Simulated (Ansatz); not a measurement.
```yaml
crystal:
  periodic: [false, false, false]
  atoms:
    - {symbol: C, position_ang: [-1.787062, 1.130677, 0.312407]}
    - {symbol: Al, position_ang: [-0.038990, 0.822867, -0.226986]}
    - {symbol: C, position_ang: [1.471193, 0.769259, 1.046874]}
    - {symbol: P, position_ang: [-0.005279, -2.044394, -0.936862]}
    - {symbol: Cl, position_ang: [0.603326, 1.008689, -2.351502]}
    - {symbol: H, position_ang: [-2.138599, 0.496658, 1.245706]}
    - {symbol: H, position_ang: [-1.841289, 2.167898, 0.254276]}
    - {symbol: H, position_ang: [-2.412190, 0.659183, -0.640208]}
    - {symbol: H, position_ang: [2.552674, 0.496255, 0.737603]}
    - {symbol: H, position_ang: [1.348347, 0.635052, 1.839595]}
    - {symbol: H, position_ang: [1.837418, 2.072766, 1.468407]}
    - {symbol: H, position_ang: [-0.176542, -2.811160, 0.444718]}
    - {symbol: H, position_ang: [1.356388, -2.468540, -1.291538]}
    - {symbol: H, position_ang: [-0.932300, -2.278124, -1.516406]}
basis:
  gaussian: {orbitals: def2-mTZVPP}
hamiltonian: {xc: {name: wPBEh}}
relax: {f_tol: 0.0001, max_steps: 1}
output: {forces: true}
```

```sh
$ ansatz run in.yaml --threads 4 --pin off --events-out ev --progress --plain --max-ram 11315MiB
```

Shortened log:

```
Functional definition: wPBEh
1599 factors; integrals over basis functions are off by at most 3.4e-4 eV
150 factors; integrals over basis functions are off by at most 1.9e-7 eV
mean field evaluation 1: about -30600.6393 eV, gradient 7.5e1 eV
mean field evaluation 2: about -30590.0999 eV, gradient 8.9e1 eV
mean field evaluation 4: about -30613.8369 eV, gradient 5.7e0 eV
mean field evaluation 8: about -30613.9489 eV, gradient 3.2e-1 eV
mean field evaluation 16: about -30613.9491 eV, gradient 6.2e-5 eV
mean field -30613.94911124 eV, -1125.0418789581 hartree, gradient 6.2e-5 eV, S^2 0.000000; 0 other end points of the search recorded, 0 dependent functions left out
reference -30613.94915895 eV, -1125.0418807114 hartree; 33, 33 occupied and 126, 126 virtual orbitals, 1599 factors
relax step   1: F+E_penalty+E_count = -30613.94911124 eV  Δ(F+E_penalty+E_count) = +0.000e0 eV  max|allowed force component| = 2.182e1 eV/Å  Δτ_max = 0.0000 Å  (26 SCF iters, accepted)
Error: geometry relaxation did not converge after 1 steps: max|allowed force component| = 2.18e1 eV/Å (threshold 1.0e-4). Raise `relax.max_steps` over both its present limit and 1, loosen `relax.f_tol`, or start from a geometry closer to equilibrium. Where this run's directory can be resumed (`checkpoint.write`), a resume goes on for up to `relax.max_steps` more
```

Problem. Something in this input is off. What?

Solution. The relaxation is allowed too few steps for its threshold. The run did not converge.
